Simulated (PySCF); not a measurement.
Species: C2H7NOSi2.
Atom-mapped SMILES: `[CH3:1][O:2][SiH2:3][SiH2:4][C:5]#[N:6]` (hydrogens: H7, H8, H9 on C1; H10, H11 on Si3; H12, H13 on Si4)

Theory: PBE0-D3(BJ)/def2-SVP geometry optimisation, gas phase (PySCF).

Problem. What internal coordinates does the optimisation give?

Solution. 
| bond | length (Å) |
| --- | --- |
| C1–O2 | 1.404 |
| O2–Si3 | 1.666 |
| Si3–Si4 | 2.342 |
| Si4–C5 | 1.862 |
| C5≡N6 | 1.160 |
| C1–H7, C1–H8, C1–H9 | 1.104 |
| Si3–H10, Si3–H11 | 1.497 |
| Si4–H12, Si4–H13 | 1.490 |

Bonds in one row agree within 0.01 Å and their mean is given. A selection of angles:
| angle | degrees |
| --- | --- |
| O2–C1–H7 | 108.6 |
| O2–C1–H8 | 111.9 |
| H7–C1–H8 | 108.1 |
| C1–O2–Si3 | 124.3 |
| O2–Si3–Si4 | 104.5 |
| O2–Si3–H10 | 111.7 |
| Si4–Si3–H10 | 110.4 |
| H10–Si3–H11 | 108.3 |
| Si3–Si4–C5 | 106.6 |
| Si3–Si4–H12 | 112.7 |
| C5–Si4–H12 | 107.0 |
| H12–Si4–H13 | 110.3 |
| Si4–C5–N6 | 177.1 |

Torsions: C1–O2–Si3–Si4 179° (antiperiplanar); O2–Si3–Si4–C5 178° (antiperiplanar).

The 6 heavy atoms lie in one plane (0.011 Å rms). Si3 (oxygen-bound silicon) is distorted tetrahedral (angles from 104.5° to 111.7°). Si4 (SiH2 silicon) is tetrahedral (angles from 106.6° to 112.7°).

No frequency check. The numbers are those of one conformer.

Hardware: an Arm Neoverse V1 with one thread, no GPU, shared host. Cost: 56 s of wall time, 0.51 GiB resident at most. This is the geometry optimisation.
